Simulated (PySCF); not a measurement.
Sulfur: a sound run and one with changed settings

Sound run: S⁺ [Ne] 3s2 3p3, S²⁺ [Ne] 3s2 3p2. Computed with PySCF 2.14 in cc-pV(D+d)Z (4s3p2d, 23 functions), with the non-relativistic Hamiltonian (point nucleus). In the sound run the correlated levels freeze [Ne]. The sound run starts from symmetry-adapted Hartree-Fock orbitals and uses a fine grid where one is needed.

Changed run: scalar relativity by spin-free X2C-1e. This setting is unsound on purpose.

```
species   method  sound run (hartree)  changed run (hartree)  converged
     S⁺      UHF           -397.15881             -398.11999        yes
     S⁺    B3LYP           -397.73972             -398.70027        yes
     S⁺   r2SCAN           -397.69735             -398.65794        yes
     S⁺      MP2           -397.22873             -398.18990        yes
     S⁺  CCSD(T)           -397.24984             -398.21095        yes
    S²⁺      UHF           -396.32304             -397.28436        yes
    S²⁺    B3LYP           -396.88398             -397.84472        yes
    S²⁺   r2SCAN           -396.83200             -397.79277        yes
    S²⁺      MP2           -396.37712             -397.33841        yes
    S²⁺  CCSD(T)           -396.40124             -397.36241        yes
```

Ionisation energy of S⁺:

| method | sound run (eV) | changed run (eV) |
| --- | --- | --- |
| UHF | 22.742 | 22.739 |
| B3LYP | 23.286 | 23.281 |
| r2SCAN | 23.547 | 23.543 |
| MP2 | 23.173 | 23.170 |
| SCS-MP2 | 23.017 | 23.014 |
| CCSD | 23.088 | 23.086 |
| CCSD(T) | 23.092 | 23.090 |

Most of the change in total energy is the relativistic energy itself. On top of that the contraction fixes the core shape for the Hamiltonian it was made with, so the changed run is not a good calculation with the other Hamiltonian either.

For comparison, NIST gives 23.338 eV between the lowest levels.
